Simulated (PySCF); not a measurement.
# What a mistake does to a calculation on CGeH5NSi

All numbers below are calculated, not measured. They come from PySCF 2.14.0, an open-source quantum chemistry program, on an isolated molecule that a program drew, which may never have been made. The molecule is CGeH5NSi (charge 0, singlet), drawn as the SMILES string `[CH2]=[GeH][NH][SiH]`.

Each row is a Hartree-Fock (HF) and frozen-core CCSD(T) single point in the cc-pV(D+d)Z basis, meant for a local HF minimum. Run 1 is clean. Each other run has one planted mistake out of seven kinds, and not every kind appears here: one electron removed, one electron added, multiplicity raised by two, geometry at a saddle point, minimal basis STO-3G, one bond length entered in bohr, all coordinates scaled. The reference is restricted for singlets and unrestricted otherwise, and also for a bond in bohr. Adding or removing an electron swaps singlet and doublet. Electrons count all cores. HOMO and LUMO are orbital energies over both spins, the gradient is its largest component, and the lowest frequency (negative if imaginary) is given only where the gradient is small. Bond lengths are over the 8 bonds as drawn. T1 is the CCSD diagnostic: over 0.02 (restricted) or 0.045 (unrestricted) a single reference is doubtful. Germanium has the cc-pVDZ-PP basis, with a core potential (ECP10MDF) in place of its 10 inner electrons, and its 3s, 3p and 3d shells are frozen in CCSD(T).

Geometry of the clean run:
```xyz
9
CGeH5NSi, angstrom
C    -0.2356   -2.1343   -0.6091
Ge    0.3733   -0.7313    0.2451
N    -0.5095    0.8679    0.4335
Si   -2.0661    1.3138   -0.1668
H    -1.2010   -2.1490   -1.0956
H     0.3714   -3.0284   -0.6580
H     1.7124   -0.6308    0.9514
H     0.0163    1.5436    0.9611
H    -2.0528    2.7290    0.3959
```

```
run  electrons  basis functions  <S^2>  HOMO (eV)  LUMO (eV)  gradient (hartree/bohr)  lowest frequency (cm^-1)  mean bond (Å)  longest bond (Å)      T1  HF (hartree)  CCSD(T) (hartree)                          mistake
  1         64               99  0.000      -8.09       1.38                  1.6e-05                        45         1.4405             1.836  0.0178    -677.46798         -678.02213                         no fault
  2         64               99  0.000      -8.15       1.43                  1.4e-02                         -         1.4189             1.809  0.0171    -677.46574         -678.01598           all coordinates scaled
  3         64               99  1.419      -7.39       1.17                  5.6e-02                         -         1.6326             3.263  0.0409    -677.36992         -677.87975  one bond length entered in bohr
  4         64               99  2.092      -7.11       0.31                  3.6e-02                         -         1.4405             1.836  0.0289    -677.41231         -677.93902       multiplicity raised by two
  5         65               99  0.800      -0.13       6.85                  6.6e-02                         -         1.4405             1.836  0.0271    -677.44411         -678.00548                                ?
  6         63               99  1.488     -11.70      -5.77                  4.1e-02                         -         1.4405             1.836  0.0657    -677.18924         -677.70982                                ?
```

**Which mistake was planted in run 5, and what did it cost?**

It counts 65 electrons, one more than the clean run, at the same geometry and basis. So the mistake is: one electron added. Subtracting run 1 and multiplying by 627.51 kcal/mol a hartree, the energy moved by 15.0 kcal/mol in HF and 10.4 kcal/mol in CCSD(T).

**Which mistake was planted in run 6, and what did it cost?**

It counts 63 electrons, one fewer than the clean run, at the same geometry and basis. So the mistake is: one electron removed. Subtracting run 1 and multiplying by 627.51 kcal/mol a hartree, the energy moved by 174.9 kcal/mol in HF and 196.0 kcal/mol in CCSD(T).

Cautions from the logs. Run 5: the added electron raises the CCSD(T) energy, so it isn't bound in this basis; run 6: T1 is over the limit, so its CCSD(T) energy is less reliable.
